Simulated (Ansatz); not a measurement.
One change: `N[Si](N)(O)F` becomes `[NH2][Ge]([NH2])([OH])[F]`.

Ansatz, PBE0-D4/def2-TZVP geometries, multiplicity 1. Each molecule was computed in one conformer, which needn't be the lowest.

Scalar relativity is left out up to krypton.

```
                                                                                  property  `N[Si](N)(O)F`
                                                       HOMO–LUMO gap (PBE/def2-TZVPP) / eV            6.03
                                        size of the dipole moment (ωB97M-V/def2-TZVPP) / D            1.10
                                                   HOMO–LUMO gap (ωB97M-V/def2-TZVPP) / eV           12.25
                                            zero-point energy (PBE0-D4/def2-TZVP) / kJ/mol           185.6
ideal-gas entropy at 298 K and 1 bar (rigid rotor, harmonic PBE0-D4/def2-TZVP) / J/(mol·K)             340
                                                         LUMO energy (PBE/def2-TZVPP) / eV           -0.10
```

(1) Give the same properties after the change, and the shifts. (Best estimate.)

Answers

(1) Computed: 
```json
{"property": "HOMO–LUMO gap (PBE/def2-TZVPP) / eV", "`[NH2][Ge]([NH2])([OH])[F]`": "5.56", "shift": "-0.47"}
{"property": "size of the dipole moment (ωB97M-V/def2-TZVPP) / D", "`[NH2][Ge]([NH2])([OH])[F]`": "0.87", "shift": "-0.23"}
{"property": "HOMO–LUMO gap (ωB97M-V/def2-TZVPP) / eV", "`[NH2][Ge]([NH2])([OH])[F]`": "11.99", "shift": "-0.26"}
{"property": "zero-point energy (PBE0-D4/def2-TZVP) / kJ/mol", "`[NH2][Ge]([NH2])([OH])[F]`": "179.7", "shift": "-5.9"}
{"property": "ideal-gas entropy at 298 K and 1 bar (rigid rotor, harmonic PBE0-D4/def2-TZVP) / J/(mol·K)", "`[NH2][Ge]([NH2])([OH])[F]`": "359", "shift": "19"}
{"property": "LUMO energy (PBE/def2-TZVPP) / eV", "`[NH2][Ge]([NH2])([OH])[F]`": "-0.80", "shift": "-0.70"}
```

With PBE0 the HOMO falls by 0.23 eV and the LUMO falls by 0.62 eV, so the gap narrows by about 0.39 eV. PBE moves the HOMO by -0.23 eV and ωB97M-V by -0.21 eV. Dipoles are sizes alone; their direction can turn.
